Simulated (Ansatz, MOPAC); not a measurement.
Diatomic PtH, multiplicity 2 (lowest of 2S+1 = 2, 4 at CCSD(T)/def2-TZVPP on PBE0 minima; our sources give no spin for the ground state, which may be another). No spin–orbit coupling.

Seven points along R, fitted to fifth degree in 1/R; most abundant isotopes. In def2 and cc sets the state is the lowest found near the PBE0 minimum, followed along R.

Correlated levels freeze the inner cores; with def2 sets outer-core shells near the valence are correlated too. CBS(a, b) extrapolates the correlation energy as X⁻³ and adds the Hartree–Fock energy of set b. The state that PM6 reach isn't checked.

Codes used: Ansatz (Gaussian orbitals); MOPAC for PM6 (differences of heats of formation). Values without a source in brackets are computed. In def2 rows elements past Kr take small-core potentials, without spin–orbit coupling.

**Question.** What bond length and harmonic frequency does PM6 give?

**Answer.** r_e = 1.593 Å, ω_e = 3233 cm⁻¹.

**Question.** What bond length and harmonic frequency does B2PLYP/def2-TZVPP give?

**Answer.** r_e = 1.516 Å, ω_e = 2421 cm⁻¹.

**Question.** What bond length and harmonic frequency does CCSD(T)/CBS(def2-TZVPP, def2-QZVPP) give?

**Answer.** r_e = 1.505 Å, ω_e = 2398 cm⁻¹.

Ansatz is an electronic-structure program.
